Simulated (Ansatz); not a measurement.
`CB[SiH2]S` → `CBS` + `[SiH2]` at 600 K and 1 bar (silylene formation by 1,1-elimination).

Isolated molecules relaxed with PBE0-D4/def2-TZVP in Ansatz; ΔE leaves out vibrations. CBS: MP2 limit from def2 TZ/QZ plus the TZ coupled-cluster correction, frozen cores. This one scheme is used for every species. Each species was taken in one conformer, which may not be the lowest.

| species | CCSD(T)/CBS energy (Eh) | H − E (kJ/mol) | S (J/(mol·K)) |
| --- | --- | --- | --- |
| `CB[SiH2]S` | -753.91845 | 261.6 | 454.6 |
| `CBS` | -463.66090 | 197.7 | 348.9 |
| `[SiH2]` | -290.19011 | 52.1 | 233.9 |

H − E and S are ideal-gas, rigid-rotor, harmonic terms from PBE0-D4/def2-TZVP, for one conformer and one mirror image of each species. 1 Eh = 2625.50 kJ/mol, R = 8.31446 J/(mol·K).

Problem. By hand: ΔE, ΔH, ΔS and ΔG.

Solution. ΔE = (-463.66090) + (-290.19011) − (-753.91845) = 0.06744 Eh = 177.1 kJ/mol. Δ(H − E) = 197.7 + 52.1 − 261.6 = -11.8, so ΔH = 165.3 kJ/mol. ΔS = 348.9 + 233.9 − 454.6 = 128.2 J/(mol·K). ΔG = 165.3 − 600 × (128.2)/1000 = 88.4 kJ/mol.

Problem. By hand: the equilibrium constant, and the temperature at which ΔG would vanish if ΔH and ΔS stayed fixed.

Solution. log₁₀ K = −ΔG/(RT ln 10) = -7.7. ΔG = 0 at ΔH/ΔS = 1289 K.

The number of gas molecules changes by +1, which sets the sign of ΔS. A doubt of 5 kJ/mol in ΔE shifts log₁₀ K by 0.4 here. Other conformers and mirror images would add mixing entropy, several J/(mol·K) or more a flexible species. Modes under 60 cm⁻¹, often nearly free rotors, make the harmonic entropy too high. These are equilibria of isolated gas molecules and say nothing of rates. Largest T1 diagnostic: 0.014 (customary marks: 0.02 for closed shells, 0.045 for open ones).
